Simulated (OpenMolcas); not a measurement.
## O II: thermal populations, Slater's ratio, worked from levels

```yaml
Program: OpenMolcas
Basis: ANO-R1 [3s2p1d]
Scalar_Hamiltonian: X2C, finite nucleus
Active_space: 5 electrons in 4 orbitals (2s 2p)
State_averaging: 2S+1 = 4 odd, 1 root; 2S+1 = 2 odd, 8 roots; 2S+1 = 4 even, 3 roots; 2S+1 = 2 even, 9 roots
Spin-orbit_coupling: RASSI with atomic mean-field integrals over the reference wave functions, term energies averaged over their components
```

Methods: CASSCF; SS-CASPT2, IPEA 0.25 Eh, imaginary shift 0.1 Eh (closed shells correlated: 1s). Measured levels: NIST Handbook of Basic Atomic Spectroscopic Data.

**Thermal populations.** Z = Σ (2J + 1) exp(-E/kT) with k = 0.695035 cm-1/K, over the levels below. No other level of either list lies under 90000 cm-1, which is above 7 kT at each temperature.

| Level | 2J + 1 | SS-CASPT2 | measured |
| --- | --- | --- | --- |
| 2s2 2p3 4S* 3/2 | 4 | 0.0 | 0.0 |
| 2s2 2p3 2D* 3/2 | 4 | 28790 | 26831 |
| 2s2 2p3 2D* 5/2 | 6 | 28790 | 26811 |
| 2s2 2p3 2P* 3/2 | 4 | 42330 | 40468 |
| 2s2 2p3 2P* 1/2 | 2 | 42330 | 40470 |

```json
{"T (K)": "12000", "Z, SS-CASPT2": "4.354", "Z, measured levels": "4.448", "Ground level (%), SS-CASPT2": "91.9", "Ground level (%), measured levels": "89.9"}
```

At 12000 K, kT = 8340 cm-1, and the computed levels give Z = 4.000 + 0.127 + 0.190 + 0.025 + 0.012 = 4.354.

**Slater's ratio.** With one set of orbitals, p3 has 2D* - 4S* = 9 F2 and 2P* - 2D* = 6 F2 (F2 = F²/25), a ratio of 2/3. Term energies are centres of gravity, weighted by 2J + 1.

```csv
Source,2D* - 4S*,2P* - 4S*,F2 from the first,Ratio
CASSCF,30582,41366,3398,0.353
SS-CASPT2,28793,42330,3199,0.470
measured,26819,40469,2980,0.509
```

Energies in cm-1. A ratio away from 2/3 shows effects beyond one configuration with one set of orbitals, and in heavier atoms second-order spin-orbit shifts. In CASSCF the valence s occupation is 1.94 in 2P* against 2.00 in 2D*: mixing out of s² acts most on 2P* and pulls it down.

CASPT2 breaks the degeneracy within a term, and the mean is taken; among the terms shown or strongly mixed into the levels shown the widest spread is 83 cm-1 (2s2 2p3 2D*, SS-CASPT2). Without dynamic correlation excited terms often stand tens of per cent too high (terms of higher spin than the ground term too low), and those without a measured partner can miss by more than the paired ones (holds for CASSCF). Computed and measured levels are paired by configuration, term and J; levels that our copy of the source lacks, or whose pairing is in doubt (as where it misses far off the trend of its configuration), stay unpaired and out of the deviations. Only configurations of the active space appear.

* marks odd parity.
